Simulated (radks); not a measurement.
Problem. These are the eigenvalues of the occupied orbitals of an atom or ion with whole-number occupations (Ry). Calculated with a radial shooting solver on a logarithmic mesh with Libxc functionals: Dirac Kohn-Sham, PBE, spin-unpolarised, spherical densities, finite nucleus; Fermi nuclear charge, rms radius of each element as measured or else 0.836 A^(1/3) + 0.57 fm.

| orbital | eigenvalue |
|---|---|
| 1s1/2 | -1461.084 |
| 2s1/2 | -210.5703 |
| 2p1/2 | -194.1055 |
| 2p3/2 | -186.2743 |
| 3s1/2 | -39.88417 |
| 3p1/2 | -33.62096 |
| 3p3/2 | -32.32924 |
| 3d3/2 | -21.26640 |
| 3d5/2 | -21.02144 |
| 4s1/2 | -9.36451 |
| 4p1/2 | -7.51661 |
| 4p3/2 | -7.31293 |
| 4d3/2 | -4.48313 |

Which element is it, and in what charge state? The configuration may be excited. Open shells, if any, fill j = l - 1/2 first.

Solution. Z = 42, molybdenum, charge +5: Mo5+ in [Kr] 4d1. The list shows which subshells hold electrons but not how many an open one holds; the 1s level, -730.54 hartree, gives Z - s = 38.2 by -(Z - s)^2/2, which with screening and relativity narrows Z to a few neighbours, and the depths of the outer levels then fix element, charge and occupations together.
